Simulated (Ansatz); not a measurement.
System: BaCl₂, charge 1, doublet. BaCl2+ (parent SMILES [Cl][Ba][Cl], doublet).
B3LYP-D3(BJ)/def2-TZVP minimum from Ansatz (a first-principles code):
```
Cl
Cl 1 2.6974
Ba 1 2.8060 2 61.27
```
Charge +1, spin multiplicity 2.

Total energies in def2-SVP, 15 correlated electrons, 14 frozen orbitals. Open shells are spin-unrestricted; no spin-orbit coupling. Cores are frozen in correlated methods (noble-gas shells, and filled d and f shells in the p block). Past Kr the def2 sets carry scalar-relativistic core potentials. The UHF reference of BaCl2+ (parent SMILES [Cl][Ba][Cl], doublet) is spin-contaminated (<S^2> up to 0.03 over the pure value in the sets run). The spin of BaCl2+ (parent SMILES [Cl][Ba][Cl], doublet) was assumed, and the state is the lowest solution found for it.

| method | program | energy (Eh) | minus CCSDT(Q) (mEh) |
|---|---|---|---|
| HF | Ansatz | -943.69406 | 303.86 |
| MP2 | Ansatz | -943.96464 | 33.28 |
| CCSD | Ansatz | -943.99027 | 7.66 |
| CCSD(T) | Ansatz | -943.99653 | 1.39 |
| CCSDT(Q) | Ansatz | -943.99792 | 0.00 |

Rough core times of Ansatz's runs on a shared machine: CCSD(T) 20 s, CCSDT(Q) 5 min.
